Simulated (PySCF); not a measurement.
# Spinor energies of Hf³⁺ (hafnium, charge +3)

Start: [Xe] 4f14 5d1; 5d5/2 filled at m_j = +5/2. Calculated with PySCF 2.14 in x2c-SVPall-2c with one added diffuse shell each of s, d type (8s9p10d2f, 99 functions): generalised Hartree-Fock with the X2C-1e Hamiltonian and a Gaussian nucleus; one run each with spin-orbit coupling (SO) switched off, then screened by Boettger's factors. This is a chosen level, not necessarily the ground level.

```tsv
spinor shell	electrons	ε, spin-free (eV)	ε, screened SO (eV)	weight of nominal j (screened SO)	rms radius, screened SO (bohr)
1s1/2	2	-65716.5	-65698.4	1.000	0.0215
2s1/2	2	-11399.9	-11394.3	1.000	0.0869
2p1/2	2	-10015.1	-10864.5	1.000	0.0740
2p3/2	4	-10015.1	-9666.5	1.000	0.0812
3s1/2	2	-2679.1	-2677.3	1.000	0.222
3p1/2	2	-2257.9	-2442.4	1.000	0.214
3p3/2	4	-2257.9	-2181.1	1.000	0.228
3d3/2	4	-1754.6	-1787.5	1.000	0.202
3d5/2	6	-1754.6	-1731.1	1.000	0.206
4s1/2	2	-592.89	-592.46	1.000	0.498
4p1/2	2	-452.18	-494.73	1.000	0.508
4p3/2	4	-452.18	-434.49	1.000	0.541
4d3/2	4	-266.75	-273.34	1.000	0.571
4d5/2	6	-266.75	-262.12	1.000	0.583
5s1/2	2	-107.89	-107.91	1.000	1.22
5p1/2	2	-70.847	-75.963	0.995	1.42
5p3/2	4	-70.847	-68.790	0.997	1.45
4f5/2	6	-59.391	-60.219	0.995	0.738
4f7/2	8	-59.391	-58.596	0.996	0.744
5d5/2	1	-32.374	-32.088	1.000	2.18
```

```tsv
quantity	spin-free	screened SO
E (hartree)	-15064.73782	-15080.47603
M_J	5/2	5/2
⟨J²⟩	8.753	8.753
⟨L²⟩	6.002	6.089
⟨S²⟩	0.751	0.838
```

Each row is a mean over spinors that exchange with the open shell spreads, by up to 3.342 eV (5p3/2).

Breit and QED terms are absent; they matter most for the inner s and p1/2 levels.

Densities and radii are taken from the X2C orbitals without a picture-change correction, which distorts them close to the nucleus.

Without spin-orbit coupling the j labels of p, d and f shells carry no meaning; the spin-free column gives the mean over the occupied spinors of each nl shell.
